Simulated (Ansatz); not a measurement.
A structure relaxed at PBE0-D4/def2-TZVP, charge 0, multiplicity 1:

```
atom   x (Å)   y (Å)   z (Å)
  C1  -0.800   1.823  -2.028
  C2  -0.227   0.583  -1.355
  C3   1.233   0.438  -1.776
  C4  -1.008  -0.648  -1.818
  N5  -0.311   0.764   0.112
 Ge6  -1.768   1.598   0.888
  C7   0.294  -0.235   0.921
  C8  -0.403  -1.366   1.344
  C9   0.199  -2.312   2.160
 C10   1.515  -2.147   2.563
 C11   2.219  -1.023   2.153
 C12   1.612  -0.075   1.347
 H13  -0.283   2.724  -1.690
 H14  -1.869   1.940  -1.826
 H15  -0.686   1.743  -3.110
 H16   1.296   0.341  -2.863
 H17   1.692  -0.448  -1.334
 H18   1.811   1.314  -1.474
 H19  -0.601  -1.559  -1.376
 H20  -2.062  -0.569  -1.537
 H21  -0.955  -0.751  -2.905
 H22  -1.572   1.421   2.399
 H23  -1.782   3.091   0.517
 H24  -3.122   0.980   0.460
 H25  -1.434  -1.498   1.030
 H26  -0.364  -3.180   2.482
 H27   1.987  -2.885   3.200
 H28   3.244  -0.878   2.474
 H29   2.148   0.816   1.042
```

Task: Give its formula and SMILES.

Result: C10H17GeN, `CC(C)(C)[N]([GeH3])c1ccccc1`.

Task: Point group (tolerance 0.08 Å, 0.16 Å for H)?

Result: C1.

Task: Summarise the bond lengths by kind.

Result: 9 × C–C 1.385 to 1.530 Å; 14 × C–H 1.083 to 1.094 Å; 2 × C–N 1.421 to 1.480 Å; 1 × Ge–N 1.851 Å; 3 × Ge–H 1.533 to 1.549 Å.

Program: Ansatz 0.2.0.
